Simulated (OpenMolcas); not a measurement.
**Co⁵⁺: Racah parameters, worked from levels**

- Program: OpenMolcas 26.06
- Basis: ANO-RCC-VQZP [7s6p4d3f2g1h]
- Scalar Hamiltonian: DKH2, point nucleus
- Active space: 4 electrons in 10 orbitals (3d 4d)
- State averaging: 2S+1 = 5 even, 5 roots; 2S+1 = 3 even, 45 roots; 2S+1 = 1 even, 44 roots
- Spin-orbit coupling: RASSI with atomic mean-field integrals over the reference wave functions, term energies averaged over their components

Methods: CASSCF; MS-CASPT2, IPEA 0.25 Eh, imaginary shift 0.1 Eh (closed shells correlated: 3s 3p). Measured levels: Sugar and Corliss, J. Phys. Chem. Ref. Data 10, 1097 (1981).

**Racah parameters.** Above 5D, d4 has 3G at 9B + 4C, 3H at 4B + 4C and 3D at 16B + 4C. The first two fix B and C, and the third tests them; where it misses by thousands of cm-1, two parameters do not describe the configuration (Trees and configuration-interaction terms are left out) and B and C hang on the terms chosen. Term energies are centres of gravity, weighted by 2J + 1.

| Source | 3G | 3H | B | C | C/B | 3D from B, C | 3D found |
| --- | --- | --- | --- | --- | --- | --- | --- |
| CASSCF | 37013 | 29128 | 1577 | 5705 | 3.62 | 48052 | 47565 |
| MS-CASPT2 | 34078 | 28160 | 1184 | 5856 | 4.95 | 42368 | 41655 |
| measured | 33415 | 27759 | 1131 | 5809 | 5.14 | 41332 | 40722 |

Energies in cm-1. From CASSCF to MS-CASPT2, B changes by -24.9 % and C by +2.6 %. Against the measured terms, MS-CASPT2 has B off by +4.7 % and C by +0.8 %.

CASPT2 breaks the degeneracy within a term, and the mean is taken; among the terms shown or strongly mixed into the levels shown the widest spread is 280 cm-1 (3d4 3G, MS-CASPT2). Active for correlation alone: 4d; no level in the range computed is led by a configuration that fills it, so any true level of that kind is missing. Without dynamic correlation excited terms often stand tens of per cent too high (terms of higher spin than the ground term too low), and those without a measured partner can miss by more than the paired ones (holds for CASSCF). Measured partners are found by configuration, term and J. A level has none where our copy of the source lacks it or the pairing is in doubt (some pairs that miss far off the trend of their configuration count as doubtful), and it then counts in no deviation. Only configurations of the active space appear.
